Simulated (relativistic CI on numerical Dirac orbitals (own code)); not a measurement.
Sensitivity of the levels of P8+ to α

Method of calculation: Dirac-Coulomb-Breit CI, separate exchange-only KLI orbitals for each configuration, derivatives by finite differences, unscaled Slater integrals, QED left out (own radial code, finite nucleus).

CI space (outside the closed core 1s2): 2s2 2p3, 2s 2p4, 2p5, 2s2 2p2 3s, 2p4 3s, 2s2 2p2 3p, 2p4 3p, 2s2 2p2 3d. Levels of other configurations are missing.

With x = (α/α₀)² − 1 an excitation energy changes as ω = ω₀ + qx; K = 2q/ω₀ is the relative enhancement. Terms are leading LS components, so labels can repeat.

Lowest level 2s2 2p3 4S°_3/2.

```csv
Level,ω₀ (cm⁻¹),q (cm⁻¹)
2s2 2p3 2D°_3/2,79511,-1405
2s2 2p3 2D°_5/2,80190,265.2
2s2 2p3 2P°_1/2,115740,1131
2s2 2p3 2P°_3/2,116853,3524
2s 2p4 4P_5/2,343451,6332
2s 2p4 4P_3/2,348457,11430
2s 2p4 4P_1/2,351070,13900
2s 2p4 2D_3/2,483664,9632
2s 2p4 2D_5/2,483669,9825
2s 2p4 2S_1/2,563900,9570
2s 2p4 2P_3/2,599931,8649
2s 2p4 2P_1/2,606036,15120
2p5 2P°_3/2,933204,16200
```

At this charge configurations can still be misplaced by up to about 7 % of their energy.

Task: Which transition from the lowest level has the largest |K|?

Result: 2s 2p4 4P_1/2 at 351070 cm⁻¹, K = 0.0792.
